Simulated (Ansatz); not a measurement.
(BeF2)n off (charge -1): r2SCAN-D4/def2-TZVPD single points in Ansatz on relaxed structures, gas phase. Each cluster is the lowest isomer that a short search found in that spin, judged at the geometry's level, and lower ones may exist. HOMO and LUMO are taken over both spins. Singlets are spin-restricted. The spins of the ions were chosen, not always searched. The structures are stationary points that may keep the symmetry of their start. Remarks come from the PBE and PBE0 runs and from stability tests at other levels; not every state was tested. A HOMO above zero means that the electron is unbound at that level and held by the basis, or that self-interaction error raises the level; the energy of removing that electron tells which. HOMO above LUMO (over both spins in singlets and doublets, within one spin in higher multiplets; at PBE or PBE0), or a gap under 0.15 eV within one spin, warns that the state may not be the lowest or that an electron is smeared out.

Problem. Estimate the order by vertical IE (eV), lowest first.
A. BeF2⁻ (doublet; oxidised ion singlet)
B. Be2F5⁻ (singlet)
C. BeF3⁻ (singlet)

Solution. A (0.72), C (6.17), B (7.20).

In full:

```tsv
species	atoms	state	geometry	HOMO (eV)	vertical IE (eV)	lowest of the spins relaxed	point group (within 0.1 Å)	remarks
BeF2⁻	3	doublet; oxidised ion singlet	PBE-D4/def2-TZVPD	1.71	0.72	doublet, of doublet/quartet	C2v	HOMO above zero at PBE or PBE0, HOMO above zero (quartet)
BeF3⁻	4	singlet	r2SCAN-D4/def2-TZVPD	-2.48	6.17	singlet, of singlet/triplet	D3h	HOMO above zero (triplet), HOMO above zero (quintet)
Be2F5⁻	7	singlet	PBE-D4/def2-SVPD	-4.33	7.20	–	–	gap within one spin near zero at PBE or PBE0 (neutral doublet)
```

The vertical IE (eV) runs from 0.72 (BeF2⁻) to 7.20 (Be2F5⁻).
